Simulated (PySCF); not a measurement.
CH5NSi (SMILES C[Si]N), singlet, at a GFN2-xTB geometry; PBE0/6-31G, TDDFT run with PySCF.

PySCF was given this input:
```python
from pyscf import gto, scf, dft, tdscf

mol = gto.M(
    atom='''
Si   -0.451969    0.022007    0.558049
C     0.653792    1.318266   -0.331917
H     0.512568    2.312280    0.089206
H     0.427286    1.382448   -1.396941
H     1.712254    1.074330   -0.233801
N    -0.055898   -1.341886   -0.406056
H     0.586359   -1.336751   -1.187785
H    -0.442362   -2.256792   -0.249469
''',
    basis='6-31g',
    charge=0,
    spin=0,
    verbose=4,
)

mf = dft.RKS(mol)
mf.xc = 'pbe0'
mf.kernel()
td = mf.TDDFT()
td.nstates = 5
td.kernel()
td.analyze()
```

It wrote (shortened):

```
PySCF version 2.14.0

[INPUT] verbose = 4
[INPUT] num. atoms = 8
[INPUT] num. electrons = 32
[INPUT] charge = 0
[INPUT] spin (= nelec alpha-beta = 2S) = 0
[INPUT] symmetry False subgroup None
[INPUT] Mole.unit = angstrom
[INPUT] Symbol           X                Y                Z      unit          X                Y                Z       unit  Magmom
[INPUT]  1 Si    -0.451969000000   0.022007000000   0.558049000000 AA   -0.854097626794   0.041587202823   1.054559774087 Bohr   0.0
[INPUT]  2 C      0.653792000000   1.318266000000  -0.331917000000 AA    1.235487822432   2.491161699326  -0.627232226087 Bohr   0.0
[INPUT]  3 H      0.512568000000   2.312280000000   0.089206000000 AA    0.968613140216   4.369575923309   0.168574908668 Bohr   0.0
[INPUT]  4 H      0.427286000000   1.382448000000  -1.396941000000 AA    0.807453516861   2.612448101453  -2.639835902176 Bohr   0.0
[INPUT]  5 H      1.712254000000   1.074330000000  -0.233801000000 AA    3.235691115691   2.030189467404  -0.441819857649 Bohr   0.0
[INPUT]  6 N     -0.055898000000  -1.341886000000  -0.406056000000 AA   -0.105631910911  -2.535797030388  -0.767334631236 Bohr   0.0
[INPUT]  7 H      0.586359000000  -1.336751000000  -1.187785000000 AA    1.108057920674  -2.526093286738  -2.244588344867 Bohr   0.0
[INPUT]  8 H     -0.442362000000  -2.256792000000  -0.249469000000 AA   -0.835943027915  -4.264718800109  -0.471428086569 Bohr   0.0

nuclear repulsion = 99.9522670534121
number of shells = 27
number of NR pGTOs = 110
number of NR cGTOs = 41
basis = 6-31g
ecp = {}

******** <class 'pyscf.dft.rks.RKS'> ********
method = RKS
initial guess = minao
damping factor = 0
level_shift factor = 0
DIIS = <class 'pyscf.scf.diis.CDIIS'>
diis_start_cycle = 1
diis_space = 8
diis_damp = 0
SCF conv_tol = 1e-09
SCF conv_tol_grad = None
SCF max_cycles = 50
direct_scf = True
direct_scf_tol = 1e-13
XC library pyscf.dft.libxc version 7.1.2
    S. Lehtola, C. Steigemann, M. J. T. Oliveira, and M. A. L. Marques,  SoftwareX 7, 1–5 (2018)
XC functionals = pbe0
    C. Adamo and V. Barone,  J. Chem. Phys. 110, 6158 (1999)
    M. Ernzerhof and G. E. Scuseria,  J. Chem. Phys. 110, 5029 (1999)
radial grids:
    Treutler-Ahlrichs [JCP 102, 346 (1995); DOI:10.1063/1.469408] (M4) radial grids

becke partition: Becke, JCP 88, 2547 (1988); DOI:10.1063/1.454033
pruning grids: <function nwchem_prune>
grids dens level: 3
symmetrized grids: False
atomic radii adjust function: <function treutler_atomic_radii_adjust>
small_rho_cutoff = 0
Set gradient conv threshold to 3.16228e-05
Initial guess from minao.
tot grids = 96240
init E= -385.086896600807
  HOMO = -0.235596658673014  LUMO = -0.0880397016611758  gap/eV = 4.01523
cycle= 1 E= -385.000917173854  delta_E= 0.086  |g|= 0.459  |ddm|=  2.5
  HOMO = -0.193366299698841  LUMO = -0.01616137674417  gap/eV = 4.82199
cycle= 2 E= -384.947366794584  delta_E= 0.0536  |g|= 0.644  |ddm|= 0.854
  HOMO = -0.207297238344903  LUMO = -0.0363503251468478  gap/eV = 4.65170
cycle= 3 E= -385.049504203886  delta_E= -0.102  |g|= 0.0927  |ddm|= 0.564
  HOMO = -0.21444281792769  LUMO = -0.0383999514600597  gap/eV = 4.79037
cycle= 4 E= -385.051830573767  delta_E= -0.00233  |g|= 0.0201  |ddm|= 0.106
  HOMO = -0.215593422918034  LUMO = -0.0391298516743135  gap/eV = 4.80182
cycle= 5 E= -385.051938343376  delta_E= -0.000108  |g|= 0.0031  |ddm|= 0.0265
  HOMO = -0.214558114856463  LUMO = -0.0382439446833731  gap/eV = 4.79775
cycle= 6 E= -385.051942735615  delta_E= -4.39e-06  |g|= 0.000412  |ddm|= 0.00814
  HOMO = -0.214642367099558  LUMO = -0.0383475149783632  gap/eV = 4.79723
cycle= 7 E= -385.051942788939  delta_E= -5.33e-08  |g|= 3.14e-05  |ddm|= 0.000687
  HOMO = -0.214641838156162  LUMO = -0.0383479062796568  gap/eV = 4.79720
cycle= 8 E= -385.051942789359  delta_E= -4.21e-10  |g|= 5.01e-06  |ddm|= 8.43e-05
  HOMO = -0.214643593977409  LUMO = -0.0383496489122603  gap/eV = 4.79720
Extra cycle  E= -385.05194278937  delta_E= -1.04e-11  |g|= 2.02e-06  |ddm|= 1.56e-05
converged SCF energy = -385.05194278937

******** <class 'pyscf.tdscf.rks.TDDFT'> for <class 'pyscf.dft.rks.RKS'> ********
nstates = 5 singlet
deg_eia_thresh = 1.000e-03
wfnsym = None
conv_tol = 1e-05
eigh lindep = 1e-12
eigh level_shift = 0
eigh max_cycle = 100

Excitation energies (eV)
[3.68977689 6.17244373 6.82228989 7.08300785 7.37321743]

** Singlet excitation energies and oscillator strengths **
Excited State   1:      3.68978 eV    336.02 nm  f=0.0513
      16 -> 17        0.70712
Excited State   2:      6.17244 eV    200.87 nm  f=0.0174
      15 -> 17       -0.47075
      16 -> 18        0.51323
      16 -> 19        0.11016
Excited State   3:      6.82229 eV    181.73 nm  f=0.3258
      15 -> 17        0.51503
      16 -> 18        0.45610
Excited State   4:      7.08301 eV    175.04 nm  f=0.0379
      14 -> 17       -0.69783
Excited State   5:      7.37322 eV    168.15 nm  f=0.2624
      16 -> 18        0.13980
      16 -> 19       -0.68593

** Transition electric dipole moments (AU) **
state          X           Y           Z        Dip. S.      Osc.
  1         0.5697     -0.1645      0.4647      0.5675      0.0513
  2         0.1761      0.2614     -0.1257      0.1152      0.0174
  3        -0.0199      1.3129      0.4747      1.9494      0.3258
  4         0.3476     -0.0869      0.3002      0.2185      0.0379
  5         0.7458      0.6862     -0.6525      1.4529      0.2624

** Transition velocity dipole moments (imaginary part, AU) **
state          X           Y           Z        Dip. S.      Osc.
  1         0.1126     -0.0326      0.0915      0.0221      0.1087
  2         0.0254      0.1012      0.0037      0.0109      0.0320
  3         0.0070      0.2891      0.0897      0.0917      0.2438
  4         0.0969     -0.0246      0.0825      0.0168      0.0430
  5         0.2099      0.1894     -0.1848      0.1141      0.2806

** Transition magnetic dipole moments (imaginary part, AU) **
state          X           Y           Z
  1        -0.0636     -1.4107     -0.4147
  2         0.6129     -0.1777      0.5023
  3         0.9608     -0.2674      0.7708
  4        -0.6759     -0.3708      0.7320
  5         0.4656     -0.1433      0.3955
```
